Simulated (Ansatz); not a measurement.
Frontier orbitals of C₂H₃BrFGa, SMILES `C=[CH][Ga]([F])[Br]`.

```xyz
8

C     0.317   -1.324   -0.568
C    -0.472   -0.254   -0.507
Ga   -0.038    1.188    0.694
F     1.405    1.031    1.675
Br   -1.168    3.128    1.030
H     0.102   -2.156   -1.234
H     1.211   -1.418    0.042
H    -1.358   -0.196   -1.132
```

The species carries charge 0 and has multiplicity 1. Correlated methods include outer-core shells of Br, Ga, which these sets cover unevenly. Scalar relativity is left out up to krypton. The structure was optimised at the PBE0-D4/def2-TZVP level. It is one conformer, not always the lowest. Basis def2-TZVPP, Ansatz 0.2.0.

| functional | HOMO (eV) | LUMO (eV) |
| --- | --- | --- |
| CAM-B3LYP | -9.88 | -0.81 |

Give HOMO and LUMO (eV) with LDA (SPW92), PBE, revPBE, BLYP, r2SCAN, B97M-V, PBE0, B3LYP, r2SCANh, r2SCAN0, HSE06 (plane-wave form), BHLYP, LC-ωPBE, ωB97X-V, ωB97M-V, HF. (Estimate.)

The calculation gave: 
```tsv
functional	HOMO	LUMO
LDA (SPW92)	-7.41	-2.96
PBE	-7.24	-2.67
revPBE	-7.17	-2.56
BLYP	-7.07	-2.56
r2SCAN	-7.57	-2.51
B97M-V	-7.63	-2.50
PBE0	-8.55	-1.81
B3LYP	-8.28	-2.05
r2SCANh	-8.05	-2.19
r2SCAN0	-8.77	-1.72
HSE06 (plane-wave form)	-8.15	-2.18
BHLYP	-9.67	-0.92
LC-ωPBE	-11.27	0.35
ωB97X-V	-10.90	0.25
ωB97M-V	-10.77	0.10
HF	-11.11	1.39
```

B3LYP here is the variant with VWN-RPA as its local correlation; programs differ in this. LC-ωPBE has ω = 0.4 bohr⁻¹. Positive LUMOs are unbound and depend on the basis.
